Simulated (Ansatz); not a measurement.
Cost and result up the ladder for BiMe2F (C₂H₆BiF) (10 atoms). Charge 0, multiplicity 1. Geometry: PBE0-D4/def2-SVP.

Cartesian coordinates in Å:
```
Bi 0.1666 1.1499 0.8001
C 1.6171 -0.3077 -0.1430
H 1.4940 -0.3179 -1.2357
H 1.3615 -1.2923 0.2745
H 2.6534 -0.0523 0.1178
C -1.5645 0.3402 -0.4095
H -2.4724 0.9338 -0.2332
H -1.7238 -0.6921 -0.0661
H -1.3133 0.3466 -1.4808
F -0.2187 -0.1081 2.3760
```

Ansatz on 4 threads of Intel Xeon on a shared host. Times are rough, and most runs start from the orbitals of an earlier one. ωB97X-V/def2-TZVP serves as the yardstick here, not as an exact answer. Differences are given only for rows in sets of like size (and for xTB, whose basis is part of the method), since another set adds its own error. Binding counts from free atoms at the same level (Bi quartet, C triplet, H doublet, F doublet; other spins of the atoms weren't run), without zero-point energy or a counterpoise term.

In the def2 sets Bi takes a core potential; there is no spin–orbit coupling. LC-ωPBE has ω = 0.4 bohr⁻¹. B3LYP takes the VWN-RPA correlation. HSE06 is defined as in plane-wave codes, on full-range PBE exchange. Correlated methods freeze 7 core orbitals; core or outer-core shells of Bi are correlated, in sets that lack core-valence functions.

Correlated methods converge slowly with the basis.

```csv
level,functions,binding energy per atom (eV),difference from ωB97X-V/def2-TZVP (eV)
PBE-D4/def2-TZVP,179,3.62,0.07
PBE-D4/def2-SVP,98,3.59,–
PBE0-D4/def2-TZVP,179,3.53,-0.02
HSE06-D4/def2-TZVP,179,3.53,-0.02
PBE0-D4/def2-SVP,98,3.50,–
ωB97X-V/def2-TZVP,179,3.55,0.00
LC-ωPBE/def2-TZVP,179,3.49,-0.06
HF/def2-TZVP,179,2.49,-1.06
r2SCAN-D4/def2-TZVP (with forces),179,3.53,-0.02
CCSD(T)/def2-TZVP,179,3.40,-0.15
B3LYP-D4/def2-TZVP,179,3.55,0.01
CAM-B3LYP-D4/def2-TZVP,179,3.55,0.00
```

(1) Estimate how long each takes.

## Answers

(1) PBE-D4/def2-SVP 2.7 s; PBE-D4/def2-TZVP 3.3 s; PBE0-D4/def2-SVP 3.7 s; HF/def2-TZVP 4.5 s; B3LYP-D4/def2-TZVP 4.8 s; r2SCAN-D4/def2-TZVP (with forces) 6.5 s; HSE06-D4/def2-TZVP 6.5 s; LC-ωPBE/def2-TZVP 6.5 s; PBE0-D4/def2-TZVP 7 s; CAM-B3LYP-D4/def2-TZVP 7 s; ωB97X-V/def2-TZVP 13 s; CCSD(T)/def2-TZVP 1.7 min. On shared hardware such times vary by a factor of up to 3.
